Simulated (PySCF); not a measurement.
C₄H₁₀S, triplet, at the geometry of the source list (a higher spin typed on purpose: for a closed-shell molecule this is an excited state) (in this run its highest filled SCF level lies above zero, so its values depend strongly on the basis, on diffuse functions most of all); B3LYP/STO-3G in PySCF.

Here is a job for PySCF.
```python
from pyscf import gto, scf, dft

mol = gto.Mole()
mol.atom = '''
    C     2.56440000   -0.11540000    0.11420000
    C     1.11170000    0.17840000   -0.20530000
    S     0.05090000   -0.28100000    1.21340000
    C    -1.54800000    0.38980000    0.64800000
    C    -2.16230000   -0.41070000   -0.48500000
    H     2.88150000    0.44890000    0.98760000
    H     3.19280000    0.15800000   -0.73070000
    H     2.69680000   -1.17380000    0.32360000
    H     0.95740000    1.24240000   -0.39360000
    H     0.78340000   -0.39760000   -1.07100000
    H    -1.38760000    1.43110000    0.36450000
    H    -2.18300000    0.35660000    1.53280000
    H    -2.26390000   -1.45350000   -0.19480000
    H    -1.54650000   -0.35710000   -1.37980000
    H    -3.14760000   -0.01590000   -0.72410000
'''
mol.basis = 'sto-3g'
mol.spin = 2
mol.verbose = 4
mol.build()

mf = dft.UKS(mol)
mf.xc = 'b3lyp'
mf.grids.atom_grid = (30, 110)
mf.kernel()
```

The log (banner, timings and long lists left out):

```
PySCF version 2.14.0

[INPUT] verbose = 4
[INPUT] num. atoms = 15
[INPUT] num. electrons = 50
[INPUT] charge = 0
[INPUT] spin (= nelec alpha-beta = 2S) = 2
[INPUT] symmetry False subgroup None
[INPUT] Mole.unit = angstrom
[INPUT] Symbol           X                Y                Z      unit          X                Y                Z       unit  Magmom
[INPUT]  1 C      2.564400000000  -0.115400000000   0.114200000000 AA    4.846013673835  -0.218074394775   0.215806723425 Bohr   0.0
[INPUT]  2 C      1.111700000000   0.178400000000  -0.205300000000 AA    2.100808532679   0.337127140622  -0.387960773373 Bohr   0.0
[INPUT]  3 S      0.050900000000  -0.281000000000   1.213400000000 AA    0.096187059740  -0.531013041003   2.292993679547 Bohr   0.0
[INPUT]  4 C     -1.548000000000   0.389800000000   0.648000000000 AA   -2.925296040827   0.736615243355   1.224542528718 Bohr   0.0
[INPUT]  5 C     -2.162300000000  -0.410700000000  -0.485000000000 AA   -4.086154799147  -0.776110519359  -0.916517170414 Bohr   0.0
[INPUT]  6 H      2.881500000000   0.448900000000   0.987600000000 AA    5.445245827934   0.848298057317   1.866293520620 Bohr   0.0
[INPUT]  7 H      3.192800000000   0.158000000000  -0.730700000000 AA    6.033517570511   0.298576727681  -1.380822879220 Bohr   0.0
[INPUT]  8 H      2.696800000000  -1.173800000000   0.323600000000 AA    5.096213412727  -2.218160525014   0.611515373909 Bohr   0.0
[INPUT]  9 H      0.957400000000   1.242400000000  -0.393600000000 AA    1.809223791659   2.347795737160  -0.743796202629 Bohr   0.0
[INPUT] 10 H      0.783400000000  -0.397600000000  -1.071000000000 AA    1.480411445984  -0.751355107127  -2.023896679409 Bohr   0.0
[INPUT] 11 H     -1.387600000000   1.431100000000   0.364500000000 AA   -2.622183970446   2.704387056865   0.688805172404 Bohr   0.0
[INPUT] 12 H     -2.183000000000   0.356600000000   1.532800000000 AA   -4.125272129926   0.673876336020   2.896572203733 Bohr   0.0
[INPUT] 13 H     -2.263900000000  -1.453500000000  -0.194800000000 AA   -4.278150973403  -2.746716922055  -0.368118649065 Bohr   0.0
[INPUT] 14 H     -1.546500000000  -0.357100000000  -1.379800000000 AA   -2.922461451640  -0.674821199082  -2.607444106675 Bohr   0.0
[INPUT] 15 H     -3.147600000000  -0.015900000000  -0.724100000000 AA   -5.948101949681  -0.030046645381  -1.368350686798 Bohr   0.0

nuclear repulsion = 236.329578679108
number of shells = 27
number of NR pGTOs = 117
number of NR cGTOs = 39
basis = sto-3g
ecp = {}

******** <class 'pyscf.dft.uks.UKS'> ********
method = UKS
initial guess = minao
damping factor = 0
level_shift factor = 0
DIIS = <class 'pyscf.scf.diis.CDIIS'>
diis_start_cycle = 1
diis_space = 8
diis_damp = 0
SCF conv_tol = 1e-09
SCF conv_tol_grad = None
SCF max_cycles = 50
direct_scf = True
direct_scf_tol = 1e-13
number electrons alpha = 26  beta = 24
XC library pyscf.dft.libxc version 7.1.2
    S. Lehtola, C. Steigemann, M. J. T. Oliveira, and M. A. L. Marques,  SoftwareX 7, 1–5 (2018)
XC functionals = b3lyp
    P. J. Stephens, F. J. Devlin, C. F. Chabalowski, and M. J. Frisch,  J. Phys. Chem. 98, 11623 (1994)
radial grids:
    Treutler-Ahlrichs [JCP 102, 346 (1995); DOI:10.1063/1.469408] (M4) radial grids

becke partition: Becke, JCP 88, 2547 (1988); DOI:10.1063/1.454033
pruning grids: <function nwchem_prune>
grids dens level: 3
symmetrized grids: False
atomic radii adjust function: <function treutler_atomic_radii_adjust>
User specified grid scheme (30, 110)
small_rho_cutoff = 0
Set gradient conv threshold to 3.16228e-05
tot grids = 36936
init E= -550.345825442464

cycle= 1 E= -550.072767406571  delta_E= 0.273  |g|= 0.159  |ddm|= 3.58

cycle= 2 E= -550.084920770708  delta_E= -0.0122  |g|= 0.107  |ddm|= 0.407

cycle= 3 E= -550.092082580865  delta_E= -0.00716  |g|= 0.0232  |ddm|= 0.221

cycle= 4 E= -550.092291214803  delta_E= -0.000209  |g|= 0.0169  |ddm|= 0.132

cycle= 5 E= -550.092484979822  delta_E= -0.000194  |g|= 0.00329  |ddm|= 0.0691

cycle= 6 E= -550.092494590666  delta_E= -9.61e-06  |g|= 0.000608  |ddm|= 0.00949

cycle= 7 E= -550.092495009125  delta_E= -4.18e-07  |g|= 0.000338  |ddm|= 0.0019

cycle= 8 E= -550.092495116117  delta_E= -1.07e-07  |g|= 8.35e-05  |ddm|= 0.000841

cycle= 9 E= -550.092495123192  delta_E= -7.07e-09  |g|= 3.91e-05  |ddm|= 0.000315

cycle= 10 E= -550.09249512435  delta_E= -1.16e-09  |g|= 2.69e-05  |ddm|= 0.000161

cycle= 11 E= -550.092495124949  delta_E= -6e-10  |g|= 1.68e-05  |ddm|= 0.000114

Extra cycle  E= -550.092495124776  delta_E= 1.73e-10  |g|= 2.27e-05  |ddm|= 7.27e-05
converged SCF energy = -550.092495124776  <S^2> = 2.0023841  2S+1 = 3.001589
```
